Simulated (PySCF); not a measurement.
Computed shifts of a molecule CH9FOSi3, PBE/pcSseg-1 (PySCF), GIAO, gas phase, atoms alike by connectivity averaged where their shifts nearly agree, in ppm (number of nuclei): ¹³C: 2.9 (1). ²⁹Si: 4.3 (1), -10.4 (1), -121.2 (1). ¹⁹F: -173.0 (1). ¹H: 6.14 (1), 5.70 (1), 5.51 (1), 3.71 (3), 0.79 (3). References: ¹³C against TMS (σ = 182.0 ppm); ²⁹Si against TMS (σ = 335.4 ppm); ¹⁷O against H2O (σ = 334.3 ppm); ¹⁹F against CFCl3 (σ = 133.6 ppm); ¹H against TMS (σ = 31.49 ppm), references at their B3LYP-D3(BJ)/def2-TZVP geometries, non-relativistic. Geometry optimised at PBE0-D3(BJ)/def2-SVP. One conformer was computed; it need not be the lowest.

Q: Identify the compound among the candidates.
A. O[Si@H](F)[SiH2]C[SiH3]
B. C[SiH2]O[Si@H](F)[SiH3]
C. O[Si@H]([SiH3])C[SiH2]F
D. OC[SiH2][Si@H](F)[SiH3]

A: B, C[SiH2]O[Si@H](F)[SiH3]
